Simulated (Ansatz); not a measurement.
Relaxation of GaH₇O₂Si (11 atoms, charge 0, multiplicity 1), to a largest force component of 0.03 eV/Å in at most 50 steps.

All numbers below come from Ansatz, RKS r2SCAN/def2-SVP.

```xyz
11
Properties=species:S:1:pos:R:3:forces:R:3
Ga 0.184 0.541 -0.156 -0.14 -0.42 0.23
O -0.700 -0.813 2.338 0.08 0.88 -0.37
H -1.633 -1.034 2.204 0.05 0.02 0.00
H 1.626 0.041 -0.452 0.01 0.00 0.01
H -1.167 0.255 -0.868 0.01 0.00 0.00
O 0.031 1.791 1.129 -0.06 0.16 0.20
Si 1.003 2.831 1.978 0.03 0.01 0.03
H 2.094 2.099 2.697 0.00 0.01 -0.01
H 1.637 3.845 1.079 -0.01 0.00 -0.01
H 0.170 3.547 2.990 0.00 0.00 0.00
H -0.715 0.170 2.431 0.03 -0.66 -0.07
```

Question: Where does it end, and by what steps?

Answer: The run converged. The force dipped under the threshold on the way, but the program's further checks kept it going. After 15 steps the energy has fallen by 0.504 eV; H4 moved furthest, 0.68 Å. Joined: Ga1–O2 (2.97 → 2.12 Å).

```tsv
step	energy less start (eV)	largest force component (eV/Å)	accepted
0	0.0000	0.883	yes
1	-0.1418	0.955	yes
2	-0.3293	1.132	yes
3	-0.4211	0.842	yes
4	-0.4055	0.957	no
5	-0.4795	0.211	yes
6	-0.4875	0.132	yes
7	-0.4967	0.155	yes
8	-0.5001	0.096	yes
9	-0.5015	0.021	yes
10	-0.5022	0.083	yes
11	-0.5027	0.032	yes
12	-0.5031	0.009	yes
13	-0.5035	0.017	yes
14	-0.5034	0.058	no
15	-0.5038	0.015	yes
```

```xyz
11
Properties=species:S:1:pos:R:3
Ga 0.155 0.283 0.226
O -0.793 -0.768 1.803
H -1.748 -0.879 1.684
H 1.512 -0.447 0.005
H -1.026 0.485 -0.778
O 0.190 1.568 1.563
Si 1.031 2.914 2.014
H 2.436 2.589 2.426
H 1.107 3.922 0.906
H 0.346 3.554 3.180
H -0.681 0.052 2.341
```

Whether the end is a true minimum wasn't checked by a vibrational analysis.

The run took 40 s on 4 threads of Arm Neoverse V1 (shared host), peak memory 0.19 GiB.
